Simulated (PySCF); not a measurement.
CH6ClFOSi2. Atoms are numbered in the order given.

```xyz
12

C      2.3688    -0.1760    -0.3149
Si     0.6117     0.1813     0.2235
O      0.5027     0.5563     1.8410
Cl    -0.0583     1.8021    -0.9264
Si    -0.8641    -1.5988    -0.1453
F     -2.3850    -1.1151     0.2023
H      2.7938    -1.0080     0.2698
H      3.0067     0.7114    -0.1699
H      2.4022    -0.4426    -1.3832
H      0.9151     1.3735     2.1484
H     -0.5429    -2.7775     0.7090
H     -0.8197    -2.0061    -1.5788
```

Geometry optimised at B3LYP-D3(BJ)/def2-SVP. The structure was generated by enumeration; whether it is a known compound was not checked. Other conformers were not sampled.

Computed with TDDFT-B3LYP/def2-SVPD in PySCF.

Vertical excitations. Gas-phase values at a fixed geometry.

**Question.** Estimate the UV-visible absorptions. (The exact figures need the calculation; the answer reports its results.)

**Answer.** 
| state | energy (eV) | λ (nm) | f | main pairs |
|---|---|---|---|---|
| S1 | 5.92 | 210 | 0.018 | HOMO→LUMO 98 % |
| S2 | 6.60 | 188 | 0.025 | HOMO→LUMO+1 95 % |
| S3 | 6.99 | 177 | 0.077 | HOMO→LUMO+2 69 %, HOMO−1→LUMO 25 % |
| S4 | 7.01 | 177 | 0.039 | HOMO−1→LUMO 71 %, HOMO→LUMO+2 25 % |
| S5 | 7.31 | 170 | 0.004 | HOMO−3→LUMO 66 %, HOMO−4→LUMO 24 % |
| S6 | 7.33 | 169 | 0.016 | HOMO−2→LUMO 86 % |
| S7 | 7.50 | 165 | 0.002 | HOMO−4→LUMO 61 %, HOMO−3→LUMO 18 %, HOMO−1→LUMO+1 12 % |
| S8 | 7.51 | 165 | 0.017 | HOMO−1→LUMO+1 74 %, HOMO−4→LUMO 11 % |
| S9 | 7.81 | 159 | 0.008 | HOMO−2→LUMO+1 49 %, HOMO−1→LUMO+2 29 % |
| S10 | 7.86 | 158 | 0.017 | HOMO→LUMO+4 82 % |
| T1 | 5.33 | 232 | 0 | HOMO→LUMO 94 % |
| T2 | 5.97 | 208 | 0 | HOMO→LUMO+1 68 %, HOMO→LUMO+2 26 % |
| T3 | 6.68 | 186 | 0 | HOMO→LUMO+2 66 %, HOMO→LUMO+1 25 % |
| T4 | 6.80 | 182 | 0 | HOMO−1→LUMO 85 % |
Triplets are in the Tamm–Dancoff approximation, which puts them higher than full response would, so one can lie above its singlet here.
